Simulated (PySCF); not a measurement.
From computed data to an observable: entropy of an ideal gas

Ge(H)(SH) (GeH₂S), SMILES [SH][GeH] (connectivity only; charge and spin as stated), neutral, multiplicity 1.

Geometry: PBE0-D3(BJ)/def2-TZVP.

PBE0-D3(BJ)/def2-TZVP (PySCF) gives the harmonic wavenumbers 408, 590, 591, 856, 1925, 2696 cm⁻¹ and the rotational temperatures 5.6963, 0.2161, 0.2082 K. The molar mass is 106.71 g/mol, the symmetry number 1, the spin multiplicity 1.

**Question.** Work out the entropy at 298.15 K and 1 atm in the rigid-rotor, harmonic-oscillator model.

**Answer.** 
Translation (Sackur–Tetrode at 1 atm): S = R[1.5 ln M + 2.5 ln T − 1.16487] = 167.0 J/(mol K).
Rotation: q = (√π/σ) T^1.5/√(θA θB θC) = 18000, S = R[ln q + 3/2] = 93.9 J/(mol K).
Vibration: with u = 1.4388 ν/T, each mode gives R[u/(e^u − 1) − ln(1 − e^−u)]:
| ν (cm⁻¹) | modes | u | S (J/(mol K)) |
|---|---|---|---|
| 408 | 1 | 1.97 | 3.91 |
| 590 | 1 | 2.85 | 1.95 |
| 591 | 1 | 2.85 | 1.95 |
| 856 | 1 | 4.13 | 0.70 |
| 1925 | 1 | 9.29 | 0.01 |
The stiffer modes add less than 0.005 each. Sum 8.5 J/(mol K).
Spin: R ln 1 = 0.0 J/(mol K).
Total 269.5 J/(mol K); the program's own thermochemistry gives 269.4. Translation makes up 62 % and vibration 3 %. Anharmonicity, hindered rotation and orbital degeneracy are left out.
